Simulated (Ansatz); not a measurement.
Geometry optimisation, RKS B3LYP/def2-SVP in Ansatz 0.2.0.

Input:

```yaml
crystal:
  periodic: [false, false, false]
  atoms:
    - { symbol: Sn, position_ang: [0.237081, 0.44797, -0.41326] }
    - { symbol: H, position_ang: [-0.034869, -0.178311, 2.457605] }
    - { symbol: Cl, position_ang: [2.166844, -0.224644, -1.591277] }
    - { symbol: H, position_ang: [-0.765173, 1.379002, -1.441743] }
    - { symbol: H, position_ang: [-0.426048, -0.945281, 0.313238] }
    - { symbol: F, position_ang: [0.891712, 1.687195, 0.878348] }
    - { symbol: H, position_ang: [0.301052, 0.45357, 2.50329] }
basis:
  gaussian: { orbitals: def2-SVP }
hamiltonian:
  xc: b3lyp
relax:
  f_tol: 0.03
  max_steps: 50
```

Launched with:

```bash
$ ansatz run input.yaml --threads 2 --pin off --max-ram 3072MiB --backend cpu --events-out ev --progress --plain --runs-dir out
```

Question: Where does it end, and by what steps?

Answer: The run converged. The force dipped under the threshold on the way, but the program's further checks kept it going. After 16 steps the energy has fallen by 0.221 eV; H2 moved furthest, 1.41 Å.

```json
{"step": "0", "energy less start (eV)": "0.0000", "largest force component (eV/Å)": "1.587", "accepted": "yes"}
{"step": "1", "energy less start (eV)": "-0.1310", "largest force component (eV/Å)": "0.273", "accepted": "yes"}
{"step": "2", "energy less start (eV)": "-0.1730", "largest force component (eV/Å)": "0.368", "accepted": "yes"}
{"step": "3", "energy less start (eV)": "-0.1964", "largest force component (eV/Å)": "0.079", "accepted": "yes"}
{"step": "4", "energy less start (eV)": "-0.1807", "largest force component (eV/Å)": "0.495", "accepted": "no"}
{"step": "5", "energy less start (eV)": "-0.2045", "largest force component (eV/Å)": "0.044", "accepted": "yes"}
{"step": "6", "energy less start (eV)": "-0.2094", "largest force component (eV/Å)": "0.043", "accepted": "yes"}
{"step": "7", "energy less start (eV)": "-0.2110", "largest force component (eV/Å)": "0.285", "accepted": "yes"}
{"step": "8", "energy less start (eV)": "-0.2157", "largest force component (eV/Å)": "0.016", "accepted": "yes"}
{"step": "9", "energy less start (eV)": "-0.2172", "largest force component (eV/Å)": "0.028", "accepted": "yes"}
{"step": "10", "energy less start (eV)": "-0.2136", "largest force component (eV/Å)": "0.263", "accepted": "no"}
{"step": "11", "energy less start (eV)": "-0.2183", "largest force component (eV/Å)": "0.063", "accepted": "yes"}
{"step": "12", "energy less start (eV)": "-0.2189", "largest force component (eV/Å)": "0.097", "accepted": "yes"}
{"step": "13", "energy less start (eV)": "-0.2191", "largest force component (eV/Å)": "0.124", "accepted": "yes"}
{"step": "14", "energy less start (eV)": "-0.2197", "largest force component (eV/Å)": "0.083", "accepted": "yes"}
{"step": "15", "energy less start (eV)": "-0.2203", "largest force component (eV/Å)": "0.011", "accepted": "yes"}
{"step": "16", "energy less start (eV)": "-0.2206", "largest force component (eV/Å)": "0.022", "accepted": "yes"}
```

```xyz
7
Properties=species:S:1:pos:R:3
Sn 0.191 0.370 -0.876
H 0.176 0.200 3.797
Cl 2.287 -0.049 -1.863
H -0.601 1.605 -1.751
H -0.585 -1.120 -0.568
F 0.591 1.143 0.869
H 0.313 0.470 3.097
```

Whether the end is a true minimum wasn't checked by a vibrational analysis.

Time of the run: 24 s on 2 threads of AMD EPYC 7R43 64-Core Processor (Zen 3), with other jobs on the host, peak memory 0.18 GiB.
